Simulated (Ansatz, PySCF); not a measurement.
This Ansatz (a first-principles code) input computes a r2SCAN/def2-TZVPD energy:

Ansatz 0.2 input:
```yaml
crystal:
  periodic: [false, false, false]
  atoms:
    - {symbol: Ge, position_ang: [-0.00000000, -0.00000000, -0.34085052]}
    - {symbol: O, position_ang: [0.00000000, 0.00000000, 1.36340210]}
basis:
  gaussian:
    orbitals: def2-TZVPD
hamiltonian:
  xc: {name: r2SCAN}
total_charge: -1
magnetization: {spin_polarized: true, initial_magnetization: 1}
output: {forces: true}
```

Task: Write an input for the same energy in PySCF and say what it gives.

Result: 
```python
from pyscf import gto, scf, dft

mol = gto.M(
    atom='''
    Ge   -0.00000000   -0.00000000   -0.34085052
    O     0.00000000    0.00000000    1.36340210
    ''',
    basis='def2-tzvpd',
    charge=-1,
    spin=1,
    symmetry='C2v',
    verbose=4,
)

mf = dft.UKS(mol, xc='r2scan').density_fit(auxbasis='def2-universal-jkfit')
mf.grids.level = 4
mf.conv_tol = 1e-9
mf.max_cycle = 100
mf.max_memory = 1500
mf.kernel()
if not mf.converged:
    mf = mf.newton()
    mf.kernel(mf.make_rdm1())
mf.analyze()
```
It gives -2152.22455 Eh, and Ansatz -2152.22443 Eh, a difference of 0.12 mEh, from the treatment of integrals and grids.
